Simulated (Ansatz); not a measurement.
Species: sum formula BClF2, net charge 0, singlet state. 
Geometry from a B3LYP-D3(BJ)/def2-TZVP (Ansatz, a quantum-chemistry and plane-wave program) optimisation:
```xyz
4

B     -0.4412     0.0339    -0.0011
F     -1.1933    -1.0444    -0.0026
F     -1.0198     1.2144    -0.0028
Cl     1.3014    -0.1000     0.0032
```
Charge 0, spin multiplicity 1.

Basis-set convergence of Hartree-Fock and MP2 correlation energies (hartree) with Ansatz. Correlated levels leave the core frozen unless marked. Spin-orbit coupling is left out. Non-relativistic.

```json
[
 {"basis": "aug-cc-pV(D+d)Z", "functions": "101", "E(HF)": "-683.25902", "E(corr, MP2)": "-0.63133"},
 {"basis": "aug-cc-pV(T+d)Z", "functions": "193", "E(HF)": "-683.34542", "E(corr, MP2)": "-0.79670"},
 {"basis": "aug-cc-pV(Q+d)Z", "functions": "329", "E(HF)": "-683.36486", "E(corr, MP2)": "-0.86010"}
]
```

Extrapolating the two largest sets (X = 3 and 4) as X^-3: E(corr) = (64·(-0.86010) - 27·(-0.79670))/37 = -0.9064 Eh, an estimate of the basis-set limit. The largest set recovers 94.9 % of it, the smallest 69.7 %.
